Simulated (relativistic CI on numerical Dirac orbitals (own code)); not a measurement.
Method of calculation: Dirac-Coulomb-Breit CI, separate exchange-only KLI orbitals for each configuration, model QED, unscaled Slater integrals (own radial code, finite nucleus).

The strongest absorption lines from the ground level of an ion, among the configurations computed and to levels below about 533 eV (vacuum wavelength in nm, gf): 2.6803 (0.44), 2.6810 (0.68), 2.7336 (1.1), 2.7356 (2.2), 2.7395 (2.9), 2.7587 (0.38), 3.0127 (0.23), 20.755 (0.28).

(1) Which ion is it?
A. K XI
B. K XIII
C. V XVII
D. P IX

Results:

(1) B. K XIII has 7 electrons and the ground level 2s2 2p3 4S°_3/2; the strongest line goes to 2s2 2p2 3d 4P_5/2. The pattern of lines fixes the number of electrons, and along that sequence the line energies rise steadily with the charge (about as its square where n changes within one kind of shell, about linearly where n is kept but much faster in heavy ions where fine structure, which grows about as Z⁴, sets the gap, and irregularly where shells cross), which fixes Z. Configurations outside the model, such as inner-shell arrays, can give stronger lines. At this charge energies of transitions that change n are usually good to better than 1 %, and those within a shell (Δn = 0) to a few per cent.
